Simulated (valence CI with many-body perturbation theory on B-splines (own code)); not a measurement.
From CI to CI+MBPT in Rb¹⁶⁺

Computed by relativistic CI+MBPT: three valence electrons over a frozen Dirac-Fock core [Ar], radial functions for each j: 9 s, 9 p, 10 d, 8 f, 5 g, 3 h, 1 i, with the one-electron correlation potential Σ1, the two-electron term Σ2, the three-electron term Σ3, Breit, model QED; selected CI, second order for the rest (own B-spline code, finite nucleus).

No measured levels were compared; by estimate terms of the open shell hold to 2 to 4 % of their energy, and close levels can change places. Core correlation moves these levels by up to 5200 cm⁻¹, and in measured spectra 5 to 20 % of such shifts remained as error; rates that hang on mixing are uncertain with them. Only levels of the ground parity were solved; by the run's estimate the other parity begins above the list, which can be wrong where configurations are misplaced.

Each rung adds one term. CI alone is the Dirac-Coulomb CI over the frozen core; QED comes last and gives the full result, which names the levels. Energies are above 3d³ ⁴F_3/2 on the same rung, in eV.

Names give the largest LS component (configuration and term), which can be under half, so a name can repeat, a term be missing and a line seem to break the LS rules; names also repeat where a configuration has a term twice. Letters in brackets count levels of one name in rising energy.

| Level | CI alone | Σ1 | Σ2 | Σ3 | Breit | QED | Full |
| --- | --- | --- | --- | --- | --- | --- | --- |
| 3d³ ⁴F_5/2 | 0.904 | +0.0187 | +0.0279 | +0.0047 | -0.0734 | +0.0037 | 0.886 |
| 3d³ ⁴F_7/2 | 1.923 | +0.0362 | +0.0464 | +0.0055 | -0.1634 | +0.0070 | 1.855 |
| 3d³ ⁴F_9/2 | 2.946 | +0.0499 | +0.0531 | -0.0008 | -0.2531 | +0.0094 | 2.805 |
| 3d³ ⁴P_3/2 | 6.003 | +0.0208 | -0.4242 | +0.0430 | -0.0211 | +0.0013 | 5.622 |
| 3d³ ⁴P_1/2 | 6.290 | +0.0316 | -0.4308 | +0.0355 | -0.0635 | +0.0034 | 5.867 |
| 3d³ ²G_7/2 | 7.097 | +0.0468 | -0.1151 | -0.0964 | -0.1511 | +0.0062 | 6.787 |
| 3d³ ²G_9/2 | 7.491 | +0.0469 | -0.1099 | -0.0544 | -0.1878 | +0.0061 | 7.192 |
| 3d³ ⁴P_5/2 | 7.679 | +0.0572 | -0.3866 | -0.0012 | -0.1419 | +0.0083 | 7.215 |
| 3d³ ²D_3/2 [a] | 8.780 | +0.0568 | -0.3273 | -0.0513 | -0.0997 | +0.0073 | 8.366 |
| 3d³ ²P_1/2 | 9.204 | +0.0632 | -0.4129 | +0.1776 | -0.1346 | +0.0086 | 8.905 |
| 3d³ ²H_11/2 | 10.053 | +0.0697 | -0.1045 | -0.0002 | -0.2888 | +0.0095 | 9.739 |
| 3d³ ²H_9/2 | 10.195 | +0.0845 | -0.0778 | -0.0390 | -0.2662 | +0.0126 | 9.909 |
| 3d³ ²D_5/2 [a] | 10.738 | +0.0771 | -0.3011 | -0.1640 | -0.1904 | +0.0107 | 10.171 |
| 3d³ ²P_3/2 | 11.516 | +0.0975 | -0.3071 | +0.0568 | -0.2302 | +0.0151 | 11.148 |
| 3d³ ²F_7/2 | 14.839 | +0.0771 | -0.6518 | +0.0518 | -0.1925 | +0.0082 | 14.132 |
| 3d³ ²F_5/2 | 15.044 | +0.0762 | -0.6630 | +0.0495 | -0.1190 | +0.0079 | 14.395 |
| 3d³ ²D_5/2 [b] | 22.295 | +0.1063 | -0.6598 | -0.0129 | -0.1481 | +0.0103 | 21.590 |
| 3d³ ²D_3/2 [b] | 22.597 | +0.1073 | -0.7360 | -0.0155 | -0.1260 | +0.0100 | 21.837 |

The middle columns are the shifts that each term adds.

(1) How does the ionisation energy move along the ladder, and which term matters most?

Answers

(1) CI alone 594.75, + Σ1 597.25, + Σ2 601.71, + Σ3 601.72, + Breit 601.58, + QED 601.60 eV. The largest step is Σ2, 4.46 eV. NIST lists 601 ± 3 eV (theoretical).
